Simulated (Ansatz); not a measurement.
## Nudged elastic band run: C4H12OSi

Input:

```yaml
crystal:
  periodic: [false, false, false]
  atoms:
    - { symbol: C, position_ang: [1.042728, -2.345937, -1.027184] }
    - { symbol: C, position_ang: [1.090573, -0.866212, -0.537913] }
    - { symbol: O, position_ang: [0.041445, -0.124154, -1.278562] }
    - { symbol: C, position_ang: [0.118582, 1.298646, -0.843096] }
    - { symbol: Si, position_ang: [-0.411396, 1.663646, 0.966174] }
    - { symbol: C, position_ang: [-1.899225, 0.604703, 1.424534] }
    - { symbol: H, position_ang: [1.238054, -2.398853, -2.116093] }
    - { symbol: H, position_ang: [1.809596, -2.946008, -0.498594] }
    - { symbol: H, position_ang: [0.04635, -2.785989, -0.826016] }
    - { symbol: H, position_ang: [2.110966, -0.432112, -0.72477] }
    - { symbol: H, position_ang: [0.920657, -0.829693, 0.572858] }
    - { symbol: H, position_ang: [1.141875, 1.718422, -1.031236] }
    - { symbol: H, position_ang: [-0.575743, 1.832577, -1.533814] }
    - { symbol: H, position_ang: [-0.754123, 3.07908, 1.058668] }
    - { symbol: H, position_ang: [0.68566, 1.408707, 1.892996] }
    - { symbol: H, position_ang: [-2.209821, 0.771045, 2.471885] }
    - { symbol: H, position_ang: [-1.669894, -0.46929, 1.305821] }
    - { symbol: H, position_ang: [-2.763783, 0.832922, 0.776041] }
basis:
  gaussian: { orbitals: STO-3G }
hamiltonian:
  xc: revpbe
  dispersion: d4
neb:
  order_check: false
  images: 9
  f_tol: 0.05
  max_iterations: 32
  final_atoms:
    - { symbol: C, position_ang: [0.916166, -2.30630005, -1.46992167] }
    - { symbol: C, position_ang: [0.6755144, -1.06534188, -0.55720757] }
    - { symbol: O, position_ang: [0.70094139, 0.13424752, -1.42825035] }
    - { symbol: C, position_ang: [0.55598213, 1.32304417, -0.54361665] }
    - { symbol: Si, position_ang: [-1.13030988, 1.54014948, 0.35546555] }
    - { symbol: C, position_ang: [-1.08708078, 0.85801429, 2.11308559] }
    - { symbol: H, position_ang: [1.8979921, -2.22756795, -1.97659508] }
    - { symbol: H, position_ang: [0.90223769, -3.23298436, -0.86258047] }
    - { symbol: H, position_ang: [0.12498391, -2.37520993, -2.24210091] }
    - { symbol: H, position_ang: [1.46811026, -1.01372886, 0.23886159] }
    - { symbol: H, position_ang: [-0.31162699, -1.17179341, -0.02884243] }
    - { symbol: H, position_ang: [1.38599196, 1.35809586, 0.21074077] }
    - { symbol: H, position_ang: [0.71204375, 2.19050874, -1.22726731] }
    - { symbol: H, position_ang: [-2.1850401, 0.88350699, -0.40828488] }
    - { symbol: H, position_ang: [-1.42805755, 2.96775517, 0.41212362] }
    - { symbol: H, position_ang: [-2.0260007, 1.08553787, 2.65014234] }
    - { symbol: H, position_ang: [-0.256578, 1.30179487, 2.69152795] }
    - { symbol: H, position_ang: [-0.95276858, -0.23822853, 2.12441891] }
  initial_path:
    images:
      - { positions_ang: [[1.042728, -2.345937, -1.027184], [1.090573, -0.866212, -0.537913], [0.041445, -0.124154, -1.278562], [0.118582, 1.298646, -0.843096], [-0.411396, 1.663646, 0.966174], [-1.899225, 0.604703, 1.424534], [1.238054, -2.398853, -2.116093], [1.809596, -2.946008, -0.498594], [0.04635, -2.785989, -0.826016], [2.110966, -0.432112, -0.72477], [0.920657, -0.829693, 0.572858], [1.141875, 1.718422, -1.031236], [-0.575743, 1.832577, -1.533814], [-0.754123, 3.07908, 1.058668], [0.68566, 1.408707, 1.892996], [-2.209821, 0.771045, 2.471885], [-1.669894, -0.46929, 1.305821], [-2.763783, 0.832922, 0.776041]] }
      - { positions_ang: [[0.98059518, -2.34600889, -1.07719249], [1.06586741, -0.89203422, -0.54086417], [0.09327337, -0.08306218, -1.27775266], [0.2040119, 1.30442735, -0.78891637], [-0.48238978, 1.69748104, 0.9106186], [-1.80515842, 0.57168582, 1.48074178], [1.21167431, -2.36441701, -2.15465649], [1.6947498, -2.98233208, -0.5556154], [-0.03856993, -2.72346953, -0.92531298], [2.09626877, -0.50598444, -0.67703204], [0.84844119, -0.87788688, 0.55490087], [1.21494185, 1.66114813, -0.86132279], [-0.38479384, 1.89213489, -1.51460652], [-0.99087201, 2.96036661, 0.84559889], [0.51458149, 1.70007662, 1.83505748], [-2.20653804, 0.77788212, 2.46356183], [-1.46045321, -0.38057614, 1.49602308], [-2.59312903, 0.60206879, 0.83846838]] }
      - { positions_ang: [[0.91846236, -2.34608077, -1.12720099], [1.04116182, -0.91785643, -0.54381533], [0.14510174, -0.04197037, -1.27694332], [0.2894418, 1.3102087, -0.73473673], [-0.55338356, 1.73131607, 0.8550632], [-1.71109183, 0.53866864, 1.53694956], [1.18529461, -2.32998102, -2.19321999], [1.57990359, -3.01865617, -0.61263679], [-0.12348987, -2.66095007, -1.02460996], [2.08157154, -0.57985688, -0.62929408], [0.77622537, -0.92608077, 0.53694375], [1.2880087, 1.60387426, -0.69140959], [-0.19384467, 1.95169278, -1.49539905], [-1.22762102, 2.84165323, 0.63252979], [0.34350297, 1.99144624, 1.77711896], [-2.20325508, 0.78471924, 2.45523865], [-1.25101241, -0.29186227, 1.68622516], [-2.42247506, 0.37121557, 0.90089576]] }
      - { positions_ang: [[0.85632954, -2.34615266, -1.17720948], [1.01645623, -0.94367865, -0.5467665], [0.19693011, -0.00087855, -1.27613398], [0.37487169, 1.31599005, -0.6805571], [-0.62437735, 1.76515111, 0.7995078], [-1.61702525, 0.50565146, 1.59315735], [1.15891492, -2.29554504, -2.23178348], [1.46505739, -3.05498025, -0.66965819], [-0.2084098, -2.5984306, -1.12390694], [2.06687431, -0.65372932, -0.58155612], [0.70400956, -0.97427465, 0.51898662], [1.36107555, 1.5466004, -0.52149638], [-0.00289551, 2.01125068, -1.47619157], [-1.46437003, 2.72293984, 0.41946068], [0.17242446, 2.28281586, 1.71918043], [-2.19997212, 0.79155636, 2.44691548], [-1.04157162, -0.20314841, 1.87642724], [-2.25182108, 0.14036236, 0.96332314]] }
      - { positions_ang: [[0.79419673, -2.34622454, -1.22721797], [0.99175064, -0.96950086, -0.54971766], [0.24875848, 0.04021327, -1.27532464], [0.46030159, 1.32177141, -0.62637747], [-0.69537113, 1.79898615, 0.7439524], [-1.52295866, 0.47263428, 1.64936513], [1.13253522, -2.26110905, -2.27034697], [1.35021119, -3.09130434, -0.72667958], [-0.29332974, -2.53591113, -1.22320392], [2.05217708, -0.72760176, -0.53381816], [0.63179374, -1.02246853, 0.50102949], [1.4341424, 1.48932653, -0.35158318], [0.18805365, 2.07080857, -1.4569841], [-1.70111904, 2.60422646, 0.20639158], [0.00134595, 2.57418548, 1.66124191], [-2.19668916, 0.79839348, 2.4385923], [-0.83213083, -0.11443454, 2.06662932], [-2.08116711, -0.09049085, 1.02575052]] }
      - { positions_ang: [[0.73206391, -2.34629643, -1.27722647], [0.96704505, -0.99532308, -0.55266883], [0.30058684, 0.08130508, -1.27451529], [0.54573149, 1.32755276, -0.57219784], [-0.76636491, 1.83282119, 0.688397], [-1.42889208, 0.4396171, 1.70557291], [1.10615553, -2.22667306, -2.30891046], [1.23536498, -3.12762842, -0.78370098], [-0.37824967, -2.47339166, -1.3225009], [2.03747985, -0.8014742, -0.4860802], [0.55957793, -1.07066241, 0.48307237], [1.50720925, 1.43205266, -0.18166997], [0.37900282, 2.13036646, -1.43777662], [-1.93786805, 2.48551307, -0.00667753], [-0.16973256, 2.8655551, 1.60330339], [-2.1934062, 0.8052306, 2.43026913], [-0.62269004, -0.02572068, 2.2568314], [-1.91051314, -0.32134406, 1.0881779]] }
      - { positions_ang: [[0.76888433, -2.33829715, -1.31576551], [0.90873892, -1.00932684, -0.55357658], [0.38065775, 0.09189357, -1.3052623], [0.54778162, 1.32665104, -0.5664816], [-0.8391539, 1.77428684, 0.62181071], [-1.36052982, 0.52329654, 1.78707545], [1.26452284, -2.22685204, -2.24244739], [1.16873952, -3.14869961, -0.79947687], [-0.27760295, -2.45375532, -1.5064209], [1.92360594, -0.84392513, -0.34109184], [0.38533694, -1.09088861, 0.38068941], [1.48296579, 1.4172613, -0.10318783], [0.445611, 2.14239492, -1.39567476], [-1.98730246, 2.16511186, -0.086999], [-0.42139756, 2.88599511, 1.36506744], [-2.1599251, 0.86129205, 2.47424377], [-0.54946763, 0.23978243, 2.34377071], [-1.71896423, -0.30472096, 1.2954261]] }
      - { positions_ang: [[0.80570474, -2.33029788, -1.35430455], [0.85043279, -1.0233306, -0.55448432], [0.46072866, 0.10248206, -1.33600932], [0.54983175, 1.32574932, -0.56076536], [-0.9119429, 1.7157525, 0.55522442], [-1.29216756, 0.60697598, 1.86857798], [1.42289016, -2.22703102, -2.17598431], [1.10211406, -3.1697708, -0.81525277], [-0.17695624, -2.43411897, -1.6903409], [1.80973202, -0.88637606, -0.19610348], [0.21109596, -1.11111481, 0.27830645], [1.45872234, 1.40246994, -0.02470568], [0.51221919, 2.15442338, -1.3535729], [-2.03673687, 1.84471064, -0.16732047], [-0.67306256, 2.90643513, 1.12683148], [-2.126444, 0.91735351, 2.51821841], [-0.47624522, 0.50528554, 2.43071002], [-1.52741532, -0.28809785, 1.5026743]] }
      - { positions_ang: [[0.84252516, -2.3222986, -1.39284359], [0.79212666, -1.03733436, -0.55539207], [0.54079957, 0.11307055, -1.36675633], [0.55188188, 1.3248476, -0.55504912], [-0.98473189, 1.65721816, 0.48863813], [-1.2238053, 0.69065541, 1.95008052], [1.58125747, -2.22721, -2.10952123], [1.0354886, -3.19084199, -0.83102867], [-0.07630952, -2.41448262, -1.87426091], [1.6958581, -0.92882699, -0.05111513], [0.03685498, -1.13134101, 0.17592349], [1.43447888, 1.38767858, 0.05377647], [0.57882738, 2.16645183, -1.31147103], [-2.08617128, 1.52430942, -0.24764194], [-0.92472756, 2.92687514, 0.88859553], [-2.0929629, 0.97341496, 2.56219305], [-0.40302281, 0.77078865, 2.51764933], [-1.33586641, -0.27147474, 1.70992251]] }
      - { positions_ang: [[0.87934558, -2.31429932, -1.43138263], [0.73382053, -1.05133812, -0.55629982], [0.62087048, 0.12365903, -1.39750334], [0.55393201, 1.32394589, -0.54933289], [-1.05752089, 1.59868382, 0.42205184], [-1.15544304, 0.77433485, 2.03158306], [1.73962478, -2.22738897, -2.04305816], [0.96886314, -3.21191317, -0.84680457], [0.02433719, -2.39484627, -2.05818091], [1.58198418, -0.97127793, 0.09387323], [-0.13738601, -1.15156721, 0.07354053], [1.41023542, 1.37288722, 0.13225862], [0.64543557, 2.17848029, -1.26936917], [-2.13560569, 1.20390821, -0.32796341], [-1.17639256, 2.94731515, 0.65035958], [-2.0594818, 1.02947642, 2.60616769], [-0.3298004, 1.03629176, 2.60458864], [-1.1443175, -0.25485164, 1.91717071]] }
      - { positions_ang: [[0.916166, -2.30630005, -1.46992167], [0.6755144, -1.06534188, -0.55720757], [0.70094139, 0.13424752, -1.42825035], [0.55598213, 1.32304417, -0.54361665], [-1.13030988, 1.54014948, 0.35546555], [-1.08708078, 0.85801429, 2.11308559], [1.8979921, -2.22756795, -1.97659508], [0.90223769, -3.23298436, -0.86258047], [0.12498391, -2.37520993, -2.24210091], [1.46811026, -1.01372886, 0.23886159], [-0.31162699, -1.17179341, -0.02884243], [1.38599196, 1.35809586, 0.21074077], [0.71204375, 2.19050874, -1.22726731], [-2.1850401, 0.88350699, -0.40828488], [-1.42805755, 2.96775517, 0.41212362], [-2.0260007, 1.08553787, 2.65014234], [-0.256578, 1.30179487, 2.69152795], [-0.95276858, -0.23822853, 2.12441891]] }
```

Command:

```bash
$ ansatz run input.yaml --threads 1 --pin off --max-ram 2048MiB --backend cpu --events-out ev --progress --plain --runs-dir out
```

Output, in part (warnings, iteration lines, the closing report on the highest movable image, with atoms numbered from 0):

```
NEB end point (image 0): max|allowed force component| = 6.738e-3 eV/Å (the criterion of neb.relax_end_points is 1.000e-2)
NEB end point (image 10): max|allowed force component| = 5.375e-3 eV/Å (the criterion of neb.relax_end_points is 1.000e-2)
NEB iter   1: max|band force component| = 6.956e0 eV/Å  barrier→ = 2.2925 eV  barrier← = 2.2761 eV  Δτ_max = 0.1992 Å  (245 SCF iters)
NEB iter   2: max|band force component| = 9.580e-1 eV/Å  barrier→ = 0.1895 eV  barrier← = 0.1730 eV  Δτ_max = 0.1273 Å  (225 SCF iters)
NEB iter   3: max|band force component| = 3.740e-1 eV/Å  barrier→ = 0.0813 eV  barrier← = 0.0648 eV  CI = image 4  Δτ_max = 0.1098 Å  (225 SCF iters)
NEB iter   4: max|band force component| = 9.665e-2 eV/Å  barrier→ = 0.0752 eV  barrier← = 0.0588 eV  CI = image 4  Δτ_max = 0.0886 Å  (225 SCF iters)
NEB iter   5: max|band force component| = 5.807e-2 eV/Å  barrier→ = 0.0731 eV  barrier← = 0.0566 eV  CI = image 4  Δτ_max = 0.1797 Å  (213 SCF iters)
NEB iter   6: max|band force component| = 8.600e-2 eV/Å  barrier→ = 0.0727 eV  barrier← = 0.0563 eV  CI = image 4  Δτ_max = 0.0756 Å  (220 SCF iters)
NEB iter   7: max|band force component| = 4.911e-2 eV/Å  barrier→ = 0.0729 eV  barrier← = 0.0565 eV  CI = image 4  Δτ_max = 0.0000 Å  (433 SCF iters)
Total energy: -14095.98810553 eV, -518.0180082744 hartree
Atom 0 at     0.698785    -2.318605    -1.200010 Å, force    -0.001221    -0.000962    -0.002752 eV/Å
Atom 1 at     0.968014    -0.932600    -0.538596 Å, force    -0.004505     0.011825     0.000124 eV/Å
Atom 2 at     0.230944     0.081144    -1.333410 Å, force    -0.002163    -0.007078    -0.004890 eV/Å
Atom 3 at     0.465144     1.406372    -0.687849 Å, force     0.001186    -0.005217     0.003756 eV/Å
Atom 4 at    -0.720494     1.870597     0.758281 Å, force     0.011837    -0.011339     0.001222 eV/Å
Atom 5 at    -1.460455     0.369576     1.627484 Å, force    -0.004649     0.008188    -0.005511 eV/Å
Atom 6 at     1.036179    -2.313916    -2.255042 Å, force    -0.000328    -0.000796     0.000072 eV/Å
Atom 7 at     1.246495    -3.112720    -0.654901 Å, force     0.000582     0.000250     0.001384 eV/Å
Atom 8 at    -0.383458    -2.553706    -1.177067 Å, force    -0.000199     0.002244     0.002649 eV/Å
Atom 9 at     2.072152    -0.717827    -0.533542 Å, force     0.004012    -0.001011    -0.002103 eV/Å
Atom 10 at     0.637065    -0.954944     0.533360 Å, force     0.000777     0.000861     0.004324 eV/Å
Atom 11 at     1.531326     1.509986    -0.363693 Å, force    -0.002085     0.002672    -0.000489 eV/Å
Atom 12 at     0.312227     2.149509    -1.506786 Å, force     0.000044    -0.001752     0.002258 eV/Å
Atom 13 at    -1.808569     2.679890     0.220813 Å, force    -0.001931    -0.001202     0.004065 eV/Å
Atom 14 at     0.010034     2.684695     1.725613 Å, force    -0.004179     0.001058     0.001974 eV/Å
Atom 15 at    -2.298105     0.674674     2.280942 Å, force    -0.001367     0.001057     0.002767 eV/Å
Atom 16 at    -0.719791    -0.151794     2.259356 Å, force     0.002886     0.002130    -0.003513 eV/Å
Atom 17 at    -1.854993    -0.358833     0.896746 Å, force     0.001304    -0.000929    -0.005339 eV/Å
Dipole moment:     0.114923    -0.018712     0.176215 e Å
```

It converged. A vibrational analysis at the climbing image gives one clearly imaginary mode, 51i cm⁻¹: a first-order saddle point. Limits of this set-up: minimal basis.

Final band (atoms are numbered from 1 in the order of the input):

```csv
image,path coordinate (Å),energy (kJ/mol),dihedral H13–C4–Si5–C6 (°)
0,0.00,0.0,78
1,0.94,1.0,90
2,1.88,3.3,105
3,2.82,5.8,123
4,3.77,7.0,142
5,4.54,6.8,157
6,5.31,5.9,171
7,6.08,4.7,-178
8,6.85,3.3,-166
9,7.62,2.2,-156
10,8.39,1.6,-146
```

Run time: 4.9 min on 1 thread of Arm Neoverse V1, with other jobs on the host, peak memory 0.11 GiB.
